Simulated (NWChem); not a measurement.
All runs are NWChem calculations. System: F₂OS, charge 1, spin multiplicity 2, at the geometry of a parent with another charge or spin, in a state set for the comparison that need not be this species' ground state. Its SCF solution wasn't tested for a lower state. Level: UMP2/def2-TZVP, 8 core orbitals frozen.

Input file:

```
start mol
memory heap 200 mb stack 900 mb global 1100 mb
charge 1
geometry units angstroms nocenter noautoz
  O     -1.391745    -0.329653     0.000000
  S     -0.160358     0.411194     0.000000
  F      0.761094    -0.218993     1.168964
  F      0.761094    -0.218993    -1.168964
  symmetry group Cs
end
basis spherical
  * library def2-tzvp
end
scf
  uhf
  nopen 1
  maxiter 100
  thresh 1e-7
  semidirect memsize 60000000 filesize 0
  # guess.movecs holds the orbitals of an unrestricted PBE0 run
  vectors input guess.movecs output mol.movecs
end
mp2
  freeze core 8
end
task mp2 energy
```

NWChem printed:

```
             Northwest Computational Chemistry Package (NWChem) 7.3.0
             --------------------------------------------------------

                                NWChem Input Module
                                -------------------

 Scaling coordinates for geometry "geometry" by  1.889725989
 (inverse scale =  0.529177249)

 Turning off AUTOSYM since
 SYMMETRY directive was detected!

                             Geometry "geometry" -> ""
                             -------------------------

 Output coordinates in angstroms (scale by  1.889725989 to convert to a.u.)

  No.       Tag          Charge          X              Y              Z
 ---- ---------------- ---------- -------------- -------------- --------------
    1 O                    8.0000    -1.39174500    -0.32965300     0.00000000
    2 S                   16.0000    -0.16035800     0.41119400     0.00000000
    3 F                    9.0000     0.76109400    -0.21899300     1.16896400
    4 F                    9.0000     0.76109400    -0.21899300    -1.16896400

 Effective nuclear repulsion energy (a.u.)     190.8287848976

            Nuclear Dipole moment (a.u.)
            ----------------------------
        X                 Y               Z
 ---------------- ---------------- ----------------
     0.0000075589     0.0000113384     0.0000000000

      Symmetry information
      --------------------

 Group name             Cs
 Group number              2
 Group order               2
 No. of unique centers     3

      Symmetry unique atoms

     1    2    3


 Summary of "ao basis" -> "" (spherical)
 ------------------------------------------------------------------------------
       Tag                 Description            Shells   Functions and Types
 ---------------- ------------------------------  ------  ---------------------
 *                         def2-tzvp                  on all atoms

 Summary of "ao basis" -> "ao basis" (spherical)
 ------------------------------------------------------------------------------
       Tag                 Description            Shells   Functions and Types
 ---------------- ------------------------------  ------  ---------------------
 O                         def2-tzvp                11       31   5s3p2d1f
 S                         def2-tzvp                13       37   5s5p2d1f
 F                         def2-tzvp                11       31   5s3p2d1f

                                 NWChem SCF Module
                                 -----------------

  ao basis        = "ao basis"
  functions       =   130
  atoms           =     4
  alpha electrons =    21
  beta  electrons =    20
  charge          =   1.00
  wavefunction    = UHF
  use symmetry    = T
  symmetry adapt  = T

 Summary of "ao basis" -> "ao basis" (spherical)
 ------------------------------------------------------------------------------
       Tag                 Description            Shells   Functions and Types
 ---------------- ------------------------------  ------  ---------------------
 O                         def2-tzvp                11       31   5s3p2d1f
 S                         def2-tzvp                13       37   5s5p2d1f
 F                         def2-tzvp                11       31   5s3p2d1f

      Symmetry analysis of basis
      --------------------------

        a'         77
        a"         53

 Forming initial guess at       0.1s

   Symmetry analysis of molecular orbitals - initial alpha
   -------------------------------------------------------

  Numbering of irreducible representations:

     1 a'          2 a"

  Orbital symmetries:

     1 a'          2 a"          3 a'          4 a'          5 a'
     6 a"          7 a'          8 a'          9 a'         10 a"
    11 a'         12 a'         13 a"         14 a'         15 a'
    16 a'         17 a"         18 a'         19 a"         20 a"
    21 a'         22 a"         23 a'         24 a'         25 a'
    26 a"         27 a'         28 a'         29 a'         30 a"
    31 a'

   Symmetry analysis of molecular orbitals - initial beta
   ------------------------------------------------------

  Numbering of irreducible representations:

     1 a'          2 a"

  Orbital symmetries:

     1 a'          2 a"          3 a'          4 a'          5 a'
     6 a"          7 a'          8 a'          9 a'         10 a"
    11 a'         12 a'         13 a"         14 a'         15 a'
    16 a'         17 a"         18 a"         19 a'         20 a"
    21 a'         22 a"         23 a'         24 a'         25 a'
    26 a"         27 a'         28 a'         29 a'         30 a"
    31 a'

 Starting SCF solution at       0.1s

 ----------------------------------------------
         Quadratically convergent UHF

 Convergence threshold     :          1.000E-07
 Maximum no. of iterations :          100
 Integral*density screening:          1.000E-09
 ----------------------------------------------

              iter       energy          gnorm     gmax       time
             ----- ------------------- --------- --------- --------
                 1     -670.8941952525  8.74D-01  2.42D-01      1.8
                 2     -670.9343010905  1.77D-01  4.18D-02      1.9
                 3     -670.9462240580  7.98D-02  1.07D-02      3.6
                 4     -670.9472871853  4.77D-03  2.43D-03      4.4
                 5     -670.9473188293  1.07D-04  2.72D-05      6.3
                 6     -670.9473188338  1.15D-08  4.08D-09      8.8

       Final UHF  results
       ------------------

         Total SCF energy =   -670.947318833762
[...]
 Vector   20  Occ=1.000000D+00  E=-8.655413D-01  Symmetry=a'
              MO Center= -2.0D-01,  3.4D-01,  2.6D-15, r^2= 1.9D+00
   Bfn.  Coefficient  Atom+Function         Bfn.  Coefficient  Atom+Function
  ----- ------------  ---------------      ----- ------------  ---------------
    47      0.373130  2 S  py                36      0.307975  2 S  s
    35      0.252293  2 S  s                 75     -0.208995  3 F  py
   106     -0.208995  4 F  py                44      0.190723  2 S  py
    78     -0.185177  3 F  py               109     -0.185177  4 F  py
     6     -0.181636  1 O  px                 9     -0.173050  1 O  px

 Vector   21  Occ=0.000000D+00  E=-3.459401D-01  Symmetry=a'
              MO Center= -7.2D-01, -1.3D-02,  2.2D-14, r^2= 1.9D+00
   Bfn.  Coefficient  Atom+Function         Bfn.  Coefficient  Atom+Function
  ----- ------------  ---------------      ----- ------------  ---------------
    36      0.378836  2 S  s                  7     -0.293997  1 O  py
    13     -0.283678  1 O  py                10     -0.273864  1 O  py
    35      0.176010  2 S  s                 49      0.175657  2 S  px
    46      0.165619  2 S  px

 Vector   22  Occ=0.000000D+00  E=-1.851948D-01  Symmetry=a"
              MO Center= -2.7D-01,  5.2D-01,  3.2D-14, r^2= 2.1D+00
   Bfn.  Coefficient  Atom+Function         Bfn.  Coefficient  Atom+Function
  ----- ------------  ---------------      ----- ------------  ---------------
    51      0.746187  2 S  pz                48      0.521988  2 S  pz
    73     -0.303674  3 F  s                104      0.303674  4 F  s
    14     -0.274201  1 O  pz                45      0.206512  2 S  pz
     8     -0.178857  1 O  pz                11     -0.166320  1 O  pz
    39     -0.155924  2 S  pz                80      0.151672  3 F  px

 Vector   23  Occ=0.000000D+00  E=-9.723146D-02  Symmetry=a'
              MO Center= -1.3D-01,  4.7D-01,  1.6D-14, r^2= 2.6D+00
   Bfn.  Coefficient  Atom+Function         Bfn.  Coefficient  Atom+Function
  ----- ------------  ---------------      ----- ------------  ---------------
    49      1.169028  2 S  px                 5      0.840384  1 O  s
    46      0.490261  2 S  px                36     -0.478249  2 S  s
    13      0.435648  1 O  py                73     -0.304244  3 F  s
   104     -0.304244  4 F  s                 10      0.207321  1 O  py
     7      0.197034  1 O  py                35      0.171059  2 S  s

 center of mass
 --------------
 x =   0.03366280 y =  -0.00982808 z =   0.00000000

 moments of inertia (a.u.)
 ------------------
         217.426779049942           3.910155614166           0.000000000000
           3.910155614166         377.490812233942           0.000000000000
           0.000000000000           0.000000000000         224.085796268905

  Mulliken analysis of the total density
  --------------------------------------

    Atom       Charge   Shell Charges
 -----------   ------   -------------------------------------------------------
    1 O    8     7.99   0.79  1.18  0.62  1.02  0.27  1.76  1.87  0.44  0.00  0.04  0.00
    2 S   16    14.75   2.01  0.49  1.48  1.14  0.55  4.16  1.70  0.77  1.58  0.16  0.22  0.38  0.10
    3 F    9     9.13   0.77  1.20  0.61  1.04  0.31  2.19  2.25  0.74  0.00  0.02  0.00
    4 F    9     9.13   0.77  1.20  0.61  1.04  0.31  2.19  2.25  0.74  0.00  0.02  0.00

  Mulliken analysis of the alpha density
  --------------------------------------

    Atom       Charge   Shell Charges
 -----------   ------   -------------------------------------------------------
    1 O    8     4.44   0.40  0.59  0.32  0.52  0.13  1.09  1.14  0.25  0.00  0.02  0.00
    2 S   16     7.34   1.00  0.24  0.74  0.58  0.28  2.08  0.85  0.37  0.75  0.07  0.11  0.20  0.05
    3 F    9     4.61   0.39  0.60  0.31  0.52  0.16  1.12  1.14  0.37  0.00  0.01  0.00
    4 F    9     4.61   0.39  0.60  0.31  0.52  0.16  1.12  1.14  0.37  0.00  0.01  0.00

   Mulliken analysis of the beta density
   -------------------------------------

    Atom       Charge   Shell Charges
 -----------   ------   -------------------------------------------------------
    1 O    8     3.55   0.40  0.59  0.30  0.50  0.14  0.67  0.73  0.19  0.00  0.02  0.00
    2 S   16     7.40   1.00  0.24  0.74  0.56  0.27  2.08  0.85  0.39  0.83  0.09  0.11  0.18  0.05
    3 F    9     4.52   0.39  0.60  0.30  0.52  0.16  1.07  1.11  0.37  0.00  0.01  0.00
    4 F    9     4.52   0.39  0.60  0.30  0.52  0.16  1.07  1.11  0.37  0.00  0.01  0.00

   Mulliken analysis of the spin density
   -------------------------------------

    Atom       Charge   Shell Charges
 -----------   ------   -------------------------------------------------------
    1 O    8     0.89   0.00 -0.00  0.02  0.02 -0.02  0.42  0.40  0.05  0.00  0.00 -0.00
    2 S   16    -0.06   0.00  0.00 -0.00  0.02  0.01 -0.00  0.00 -0.02 -0.08 -0.02  0.01  0.01  0.01
    3 F    9     0.08  -0.00 -0.00  0.00  0.00 -0.00  0.05  0.04 -0.00  0.00 -0.00  0.00
    4 F    9     0.08  -0.00 -0.00  0.00  0.00 -0.00  0.05  0.04 -0.00  0.00 -0.00  0.00

       Multipole analysis of the density wrt the origin
       ------------------------------------------------

     L   x y z        total         alpha         beta         nuclear
     -   - - -        -----         -----         ----         -------
     0   0 0 0      1.000000    -21.000000    -20.000000     42.000000

     1   1 0 0     -0.643029      0.548350     -1.191386      0.000008
     1   0 1 0      0.710933      0.578719      0.132203      0.000011
     1   0 0 1     -0.000000     -0.000000      0.000000      0.000000

     2   2 0 0    -16.845196    -58.458095    -52.426871     94.039770
     2   1 1 0      0.050612     -0.064232      1.489008     -1.374164
     2   1 0 1     -0.000000     -0.000000      0.000000      0.000000
     2   0 2 0    -16.485856    -17.017242    -15.316640     15.848025
     2   0 1 1      0.000000      0.000000      0.000000      0.000000
     2   0 0 2    -17.718608    -53.223120    -52.331468     87.835980

                   NWChem MP2 Semi-direct Energy/Gradient Module
                   ---------------------------------------------

  Basis functions       =    130
  Molecular orbitals    =    130
  Frozen core           =      8
  Frozen virtuals       =      0
  Active alpha occupied =     13
  Active beta occupied  =     12
  Active alpha virtual  =    109
  Active beta virtual   =    110
  Use MO symmetry       = T
  Use skeleton AO sym   = T

  AO/Fock/Back tols     =   1.0D-09  1.0D-09  1.0D-09

 GA uses MA = F    GA memory limited = T

 Available:
  local mem=  1.26D+08
 global mem=  1.44D+08
 local disk=  0.00D+00
  mp2_memr nvloc                   109
  nvloc new                   109
   1 passes of  13:        5242880                     105297                  39843257.
   1 passes of  13: M    126149159           G      144145400           F     120906279.

 Semi-direct pass number   1 of   1  for UHF alpha       at        9.0s
  vrange nnbf                  8264
  mp2_eaftype                   151  avail_ma_in_mb                  1099
 EAF : mp2_eaftype filesize         151   19921628.
  mp2_eaf for mointskh                    151
Node 0 wrote     93.7 Mb in      0.0 s     Agg I/O rate:  2478.3 Mb/s
 Done moints_semi at       15.0s
  mp2_eaftype                   151  avail_ma_in_mb                   948
 EAF : mp2_eaftype filesize         151   19921628.
  mp2_eaf for kh                   151
 Done maket at       15.4s
 Done multipass loop at       15.4s

 GA uses MA = F    GA memory limited = T

 Available:
  local mem=  1.26D+08
 global mem=  1.44D+08
 local disk=  0.00D+00
  mp2_memr nvloc                   110
  nvloc new                   110
   1 passes of  12:        5242880                     100449                  37117790.
   1 passes of  12: M    126149159           G      144145400           F     120906279.

 Semi-direct pass number   1 of   1  for UHF beta        at       15.4s
  vrange nnbf                  8264
  mp2_eaftype                   141  avail_ma_in_mb                  1099
 EAF : mp2_eaftype filesize         141   18558895.
  mp2_eaf for mointskh                    141
Node 0 wrote     87.3 Mb in      0.0 s     Agg I/O rate:  2558.0 Mb/s
 Done moints_semi at       21.2s
  mp2_eaftype                   141  avail_ma_in_mb                   958
 EAF : mp2_eaftype filesize         141   18558895.
  mp2_eaf for kh                   141
 Done maket at       21.5s
 Done multipass loop at       21.5s

          -------------------------------------------
          SCF energy                -670.947318833762
          Correlation energy          -0.862037799751
          Singlet pairs                0.000000000000
          Triplet pairs                0.000000000000
          Total MP2 energy          -671.809356633513
          -------------------------------------------

          ---------------------------------------------------
                    Spin Component Scaled (SCS) MP2
          Same spin pairs                     -0.226445216251
          Same spin scaling factor             0.333333333333
          Opposite spin pairs                 -0.635592583500
          Opposite spin scaling fact.          1.200000000000
          SCS-MP2 correlation energy          -0.838192838951
          Total SCS-MP2 energy              -671.785511672712
          ---------------------------------------------------

 -----------------------
 Performance information
 -----------------------

 Timer overhead =  1.53D-07 seconds/call

               Nr. of calls         CPU time (s)                 Wall time (s)                GFlops
             ---------------    -------------------     ------------------------------   -------------------
Name         Min   Avg   Max    Min     Avg     Max     Min     Avg     Max   Mx/calls   Min     Max     Sum
mp2: moin     2     2     2    12.     12.     12.      12.     12.     12.     5.9      0.0     0.0     0.0
mp2: make     2     2     2   0.76    0.76    0.76     0.76    0.76    0.76    0.38      0.0     0.0     0.0
mp2: tota     1     1     1    13.     13.     13.      13.     13.     13.     13.      0.0     0.0     0.0

 The average no. of pstat calls per process was 5.00D+00
 with a timing overhead of 7.66D-07s

 Task  times  cpu:       21.5s     wall:       21.5s

 Total times  cpu:       21.5s     wall:       21.5s
```
